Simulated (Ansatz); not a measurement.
The same path of CH4BNOSi (9 atoms, charge 0, multiplicity 1) was run 3 times with different band settings. The coordinate that changes most is the dihedral O1–Si2–B3–N5.

The calculation used RKS PBE0-D4/def2-SVP (Ansatz).

Relaxed end points:

```xyz
9
Properties=species:S:1:pos:R:3
O -0.586 0.186 -2.138
Si 0.145 -0.785 -0.989
B 0.297 0.123 0.779
C 0.085 1.050 1.882
N 0.918 0.077 2.085
H -1.404 0.612 -1.870
H 1.489 -1.116 -1.536
H -0.615 -2.060 -0.768
H -0.241 1.867 2.537
```

```xyz
9
Properties=species:S:1:pos:R:3
O -0.478 -0.176 -2.238
Si 0.238 -0.861 -0.892
B 0.095 0.337 0.694
C 0.277 0.944 2.004
N -0.635 1.462 1.241
H -1.280 0.327 -2.070
H 1.659 -1.120 -1.257
H -0.394 -2.168 -0.515
H 0.608 1.208 3.016
```

Common settings: movable images 7; climbing image yes; start path IDPP; force threshold 0.05 eV/Å; iteration limit 60; end points relaxed.

| run | spring | optimiser | largest step |
| --- | --- | --- | --- |
| 1 | 5.0 eV/Å² | quadratic models (default) | default |
| 2 | 0.1 eV/Å² | quadratic models (default) | default |
| 3 | 5.0 eV/Å² | lbfgs | 0.02 Å |

What does each run give, and how far can it be trusted?

Run 1: converged after 8 iterations, highest image 0.061 eV above the first end. A vibrational analysis at the climbing image gives one clearly imaginary mode, 65i cm⁻¹: a first-order saddle point.
Run 2: converged after 8 iterations, highest image 0.061 eV above the first end. Another band between the same ends (7 images) ends at a top of the same energy, where a vibrational analysis finds 1 clearly imaginary mode.
Run 3: converged after 59 iterations, highest image 0.074 eV above the first end. The order of the stationary point at the top wasn't checked.
